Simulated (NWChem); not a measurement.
Molecule: GeHSF, singlet; SMILES [F][Ge][SH]

```xyz
4

Ge    -0.4300     0.5127     0.0000
F      1.1640     1.2497     0.0000
S      0.2999    -1.6094     0.0000
H     -0.9623    -2.0963     0.0000
```
Atoms are numbered in this order, from 1.

All runs: NWChem. Pople sets run with spherical d functions. Low-valent species are run as closed-shell singlets; no triplet was tried in these runs. Geometry: optimised at PBE0/def2-SVP. GIAO values for the isolated, static molecule; σ is the absolute isotropic shielding, δ = σ(reference) − σ with the isolated reference molecule computed at the same levels (19F: trichlorofluoromethane, 1H: tetramethylsilane).

```csv
level,σ Ge1 (ppm),δ F2 (ppm),σ S3 (ppm),δ H4 (ppm)
PBE0/pcSseg-1,753.3,63.6,254.0,4.18
B3LYP/6-311G**,711.7,79.2,215.6,4.07
B3LYP/6-31G*,1007.7,104.5,251.5,3.62
```
